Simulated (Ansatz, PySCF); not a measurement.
Spin states of H4Mo (SMILES [MoH4]), each relaxed with B3LYP-D3(BJ)/def2-TZVP.
State 1 (charge 0, multiplicity 3):
```json
[
 {"atom": "Mo", "x (Å)": "-0.0108", "y (Å)": "0.0060", "z (Å)": "-0.0115"},
 {"atom": "H", "x (Å)": "1.2109", "y (Å)": "-0.2388", "z (Å)": "1.1350"},
 {"atom": "H", "x (Å)": "-1.2117", "y (Å)": "1.0015", "z (Å)": "0.6471"},
 {"atom": "H", "x (Å)": "-0.6873", "y (Å)": "-1.4853", "z (Å)": "-0.4421"},
 {"atom": "H", "x (Å)": "0.6450", "y (Å)": "0.7464", "z (Å)": "-1.3857"}
]
```
State 2 (charge 0, multiplicity 1):
```csv
atom,x (Å),y (Å),z (Å)
Mo,0.0368,-0.1449,0.0503
H,1.2675,-0.3206,1.1991
H,-1.0253,1.1399,0.3085
H,-0.6827,-1.6009,-0.4270
H,0.3498,0.9562,-1.1882
```

Singlets are restricted, other states unrestricted; no spin–orbit coupling, no relativity up to Kr; see below for the cores. The largest T1 diagnostic is 0.033.

Correlated levels freeze the inner cores; with def2 sets outer-core shells near the valence are correlated too.

Run with Ansatz (Gaussian orbitals); PySCF for the dispersion terms.  In def2 rows elements past Kr take small-core potentials, without spin–orbit coupling.

```tsv
level	energy of the multiplicity-1 state less that of the multiplicity-3 state (kcal/mol)
SVWN5/def2-TZVPP	28.92
BLYP-D3(BJ)/def2-TZVPP	30.81
r2SCAN-D3(BJ)/def2-TZVPP	39.58
B97M-V/def2-TZVPP	36.98
B3LYP-D3(BJ)/def2-TZVPP	32.18
BHLYP/def2-TZVPP	35.37
BHLYP-D3(BJ)/def2-TZVPP	35.37
CCSD/def2-SVP	…
CCSD(T)/def2-SVP	32.44
```

Complete the blanks.


- CCSD/def2-SVP, energy of the multiplicity-1 state less that of the multiplicity-3 state (kcal/mol): 34.61

Doubts at one or more of the structures used: a restricted determinant that unrestricted orbitals would lower (CCSD/def2-SVP, CCSD(T)/def2-SVP).

Ansatz is a program for electronic structure.
